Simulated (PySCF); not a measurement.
CH6OSeSi, SMILES CO[SiH2][SeH].

The structure is a stationary point at B3LYP-D3(BJ)/def2-SVP. The structure was generated by enumeration, and PubChem lists no compound with its InChIKey, so it may never have been made. Other conformers were not sampled.

Level of theory: PBE/def2-TZVP (PySCF).

Problem. Estimate the frontier levels, gap, dipole moment and polarisability. (An estimate is asked for; the answer gives what the named calculation found.)

Solution. 
```yaml
highest_occupied_level: -6.04 eV
lowest_empty_level: -0.93 eV
orbital_gap: 5.11 eV
dipole_moment: 1.47 D
quadrupole, principal values (traceless, Buckingham form, about the centre of nuclear charge): -3.04, -1.37, 4.41 D·Å
mean_static_polarisability: 70.9 bohr³ (10.50 Å³)
polarisability_principal_values: 60.3, 68.9, 83.4 bohr³
```
